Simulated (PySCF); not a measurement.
Vertical excitations of a molecule H₆O₃Si₂ from TDA-M06-2X/def2-SVPD in PySCF, as energy in eV (oscillator strength): 6.23 (0.019), 6.97 (0.033), 7.03 (0.007), 7.79 (0.143), 7.91 (0.047), 8.01 (0.002), 8.16 (0.029), 8.42 (0.003), 8.50 (0.037), 8.56 (0.007). Lowest triplet (TDA): 5.67 eV. Coordinates come from a ωB97X-D3(BJ)/def2-SVP optimisation. Other conformers were not sampled.

Question: Pick the molecule that these values belong to.
(A) O[SiH](O)O[SiH3]
(B) O[SiH2][SiH](O)O
(C) O[Si](O)(O)[SiH3]
(D) O[SiH2]O[SiH2]O

Answer: B, O[SiH2][SiH](O)O
